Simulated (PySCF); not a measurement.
Compound: CH9ClOSi3.
Geometry (GFN2-xTB, Å), atoms numbered from 1 in this order:
```xyz
15
CH9ClOSi3 angstrom
Si     1.8273   -1.1399    0.2448
C      1.4296    0.7127    0.0953
Si    -0.1288    1.0911   -0.9065
Cl    -0.6057    3.0422   -0.7477
O     -1.3743    0.2311   -0.3446
Si    -2.4327   -0.4184    0.7020
H      2.0782   -1.6960   -1.0867
H      3.0357   -1.2848    1.0643
H      0.7207   -1.8546    0.8826
H      1.3250    1.1282    1.0993
H      2.2782    1.2274   -0.3556
H     -0.0546    0.7348   -2.3159
H     -1.7913   -0.4892    2.0150
H     -2.7131   -1.7374    0.1431
H     -3.5986    0.4606    0.7190
```

The closed-shell SCF was solved with PySCF and density fitting under several settings on one GFN2-xTB geometry (grid level 2 and gas phase unless stated).

| settings | basis functions | SCF cycles | E (Eh) | HOMO (eV) | LUMO (eV) | dipole (D) |
| --- | --- | --- | --- | --- | --- | --- |
| PBE0/pcSseg-1 | 175 | 13 | -1446.8384 | -8.45 | 0.14 | 1.47 |
| B3LYP/def2-SVPD | 214 | 13 | -1447.1431 | -8.20 | -0.28 | 1.31 |
| revPBE/pcSseg-1 | 175 | 15 | -1447.1801 | -7.07 | -0.58 | 1.36 |
| OPBE/pcseg-1, start guess vsap | 145 | 14 | -1447.2384 | -7.16 | -0.59 | 1.53 |
| CAM-B3LYP/STO-3G, grid level 4 | 55 | 11 | -1430.7992 | -5.88 | 6.74 | 2.91 |

**Question.** Estimate the rows for these settings: (1) LC-wPBE/def2-SVP; (2) wB97X-D/pcSseg-1.

**Answer.** 
```csv
settings,basis functions,SCF cycles,E (Eh),HOMO (eV),LUMO (eV),dipole (D)
LC-wPBE/def2-SVP,145,12,-1446.5775,-11.02,2.71,1.33
wB97X-D/pcSseg-1,175,12,-1447.4468,-10.31,1.93,1.53
```

**Question.** Over all rows, what range does the HOMO–LUMO gap span?

**Answer.** From 6.49 eV (revPBE/pcSseg-1) to 13.73 eV (LC-wPBE/def2-SVP). The functional of the narrowest has no exact exchange, that of the widest range-separated exact exchange.

**Question.** And the dipole moment?

**Answer.** From 1.31 D (B3LYP/def2-SVPD) to 2.91 D (CAM-B3LYP/STO-3G, grid level 4); the largest is 2.22 times the smallest, and the median is 1.47 D.

wB97X-D ran without the empirical dispersion term, which would shift the total energy alone. Cycle counts include a coarse-grid stage where the run had one.

One conformer stands for the species.
